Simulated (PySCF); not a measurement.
C3H9OSi, SMILES C[Si](C)(C)[O], multiplicity 2.

Geometry optimised at PBE0-D3(BJ)/def2-SVP. The isomer is the one that the SMILES or the coordinates give; other isomers of the formula were not compared.

These are C-PCM-ωB97X/def2-SVP (PySCF) values and carry that method's errors.

The values are the electrostatic part of the solvation free energy, E(continuum) − E(gas) at the gas-phase geometry, in a cavity of scaled van der Waals radii (PySCF's table); cavitation and dispersion terms are not included. The dipole moment in vacuum is 2.20 D.

```tsv
solvent	ε	ΔG(elec) (kcal/mol)	dipole (D)
water	78.36	-3.6	2.84
acetone	20.49	-3.5	2.81
n-hexane	1.88	-1.6	2.46
```
